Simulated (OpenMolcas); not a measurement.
Xe3+: CASPT2 settings compared

| Quantity | Value |
| --- | --- |
| Program | OpenMolcas |
| Basis | ANO-RCC-VTZP [7s6p4d2f1g] |
| Scalar Hamiltonian | DKH2, point nucleus |
| Active space | 5 electrons in 4 orbitals (5s 5p) |
| State averaging | 2S+1 = 4 odd, 1 root; 2S+1 = 2 odd, 11 roots; 2S+1 = 4 even, 3 roots; 2S+1 = 2 even, 9 roots |
| Spin-orbit coupling | state interaction with AMFI integrals over the reference wave functions, term energies averaged over their components |

Methods on the same reference wave functions:
A. CASSCF
B. SS-CASPT2, IPEA 0.25 Eh, imaginary shift 0.1 Eh (closed shells correlated: 4s 4p 4d)
C. MS-CASPT2, IPEA 0.25 Eh, imaginary shift 0.1 Eh (closed shells correlated: 4s 4p 4d)

Energies in cm-1 above 5s2 5p3 4S* 3/2, the measured ground level; measured values from Saloman, J. Phys. Chem. Ref. Data 33, 765 (2004).

```
                 Level       A       B       C  Measured
       5s2 5p3 4S* 3/2     0.0     0.0     0.0       0.0
5s2 5p3 2D* 3/2 [75 %]   17053   13900   13890     13267
       5s2 5p3 2D* 5/2   21528   17570   17610     17511
       5s2 5p3 2P* 1/2   29980   29370   29110     28036
5s2 5p3 2P* 3/2 [72 %]   36512   35220   35140     35650
         5s 5p4 4P 5/2  103185  101850  101890     99664
         5s 5p4 4P 3/2  110083  108900  108930    106923
         5s 5p4 4P 1/2  112682  111390  111420    109254
         5s 5p4 2D 3/2  143469  128090  128130    121929
         5s 5p4 2D 5/2  144772  129860  129890    125475
  5s 5p4 2S 1/2 [62 %]  162574  149900  149940    150737
         5s 5p4 2P 3/2  176000  152260  152300    165995
  5s 5p4 2P 1/2 [65 %]  184958  163620  163660    177951
           5p5 2P* 3/2  275247  243260  243510          
           5p5 2P* 1/2  286753  254770  255110
```

Deviations, from unrounded energies. A percentage is the sum of absolute deviations over the sum of measured energies, with the sign that they share, or ± where signs differ.

```csv
Against measurement,Levels,A,B,C
mean absolute deviation (cm-1),12,7500,4000,4000
other terms of the ground configuration (%),4,+11.2,±2.6,±2.4
other configurations (%),8,+7.5,±4.3,±4.3
```

B, C lie about equally close to measurement and A furthest from it. The largest miss of C in the table is 5s 5p4 2P 1/2 [65 %], by -14000 cm-1. The ranking rests on the paired levels alone, and a cruder setting can come out closer through cancelling errors.

Between B and C the level of the table that moves most is 5p5 2P* 1/2, by 340 cm-1 (lowest in B, highest in C). Moves below CASPT2's spread within the term are not significant.

The two smallest mean deviations differ by little beside CASPT2's spread within terms, so their order carries little weight.

From A to B the spin-free energies of the other terms of 5s2 5p3 shown, above 4S*, scale by factors of 0.79 to 0.97.

The lowest spin-free term lies below A's lowest term by 0.691 hartree in B, 0.691 hartree in C.

CASPT2 does not keep the components of a term degenerate, so their means are used; among the terms shown or strongly mixed into the levels shown the widest spread is 850 cm-1 (5s 5p4 2D, C). Over all roots computed the reference weight is 0.83 to 0.92 in B, 0.83 to 0.92 in C; the roots of lowest weight are the least certain, and an intruder state may touch them. Terms of s pⁿ other than that of highest spin mix with s² pⁿ⁻² d, which this space lacks; all of them can be thousands of cm-1 off, and some have no real level of that name. Some levels mix across a computed gap that differs much from the measured one, so their mixing is not that of the real levels (holds for B; C). Measured partners are found by configuration, term and J. A level has none where our copy of the source lacks it or the pairing is in doubt (some pairs that miss far off the trend of their configuration count as doubtful), and it then counts in no deviation. Levels of configurations outside the active space are missing.

A share in square brackets marks a mixed level and gives the weight of the term that names it, the lowest over the columns. * marks odd parity.
